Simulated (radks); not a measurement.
Question: These are the eigenvalues of the occupied orbitals of an atom or ion with whole-number occupations (eV). Method: Dirac Kohn-Sham, LDA (Slater exchange, Perdew-Wang correlation), spin-unpolarised, spherical densities, finite nucleus; Fermi nuclear charge, rms radius of each element as measured or else 0.836 A^(1/3) + 0.57 fm; computed with a radial shooting solver on a logarithmic mesh with Libxc functionals.

orbital  eigenvalue
1s1/2     -15920.35
2s1/2     -2168.103
2p1/2     -1976.022
2p3/2     -1907.740
3s1/2     -346.7007
3p1/2     -276.9156
3p3/2     -266.4233
3d3/2     -143.4187
3d5/2     -141.5858
4s1/2      -54.8408
4p1/2      -37.4673
4p3/2      -36.2601

Which element is it, and in what charge state? The configuration may be excited. Open shells, if any, are shared by 2j + 1.

Answer: Z = 38, strontium, charge +2: Sr2+ in [Kr]. The list shows which subshells hold electrons but not how many an open one holds; the 1s level, -585.06 hartree, gives Z - s = 34.2 by -(Z - s)^2/2, which with screening and relativity narrows Z to a few neighbours, and the depths of the outer levels then fix element, charge and occupations together.
